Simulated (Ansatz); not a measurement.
`C[Si](N)([SiH3])Cl` + NH₃ → `C[Si](N)(N)Cl` + SiH₄ at 700 K and 1 bar (cleavage of the Si–Si bond).

Gas-phase electronic energies from Ansatz, PBE0-D4/def2-TZVP geometries. CBS: MP2 limit from def2 TZ/QZ plus the TZ coupled-cluster correction, frozen cores. This one scheme is used for every species. One conformer a species, not always the lowest.

| species | CCSD(T)/CBS energy (Eh) | H − E (kJ/mol) | S (J/(mol·K)) |
| --- | --- | --- | --- |
| `C[Si](N)([SiH3])Cl` | -1135.60557 | 338.2 | 545.6 |
| NH₃ | -56.50880 | 116.9 | 226.5 |
| `C[Si](N)(N)Cl` | -900.67889 | 331.6 | 499.6 |
| SiH₄ | -291.46306 | 115.5 | 252.9 |

H − E and S are ideal-gas, rigid-rotor, harmonic terms from PBE0-D4/def2-TZVP, for one conformer and one mirror image of each species. 1 Eh = 2625.50 kJ/mol, R = 8.31446 J/(mol·K).

Task: By hand: ΔE, ΔH, ΔS and ΔG.

Result: ΔE = (-900.67889) + (-291.46306) − (-1135.60557) − (-56.50880) = -0.02758 Eh = -72.4 kJ/mol. Δ(H − E) = 331.6 + 115.5 − 338.2 − 116.9 = -8.0, so ΔH = -80.4 kJ/mol. ΔS = 499.6 + 252.9 − 545.6 − 226.5 = -19.6 J/(mol·K). ΔG = -80.4 − 700 × (-19.6)/1000 = -66.7 kJ/mol.

Task: By hand: the equilibrium constant, and the temperature at which ΔG would vanish if ΔH and ΔS stayed fixed.

Result: log₁₀ K = −ΔG/(RT ln 10) = 5.0. ΔG = 0 at ΔH/ΔS = 4102 K, far beyond where these terms or the molecules hold.

ΔH outweighs TΔS. A doubt of 5 kJ/mol in ΔE shifts log₁₀ K by 0.4 here. Other conformers and mirror images would add mixing entropy, several J/(mol·K) or more a flexible species. These are equilibria of isolated gas molecules and say nothing of rates. Largest T1 diagnostic: 0.011 (customary marks: 0.02 for closed shells, 0.045 for open ones).
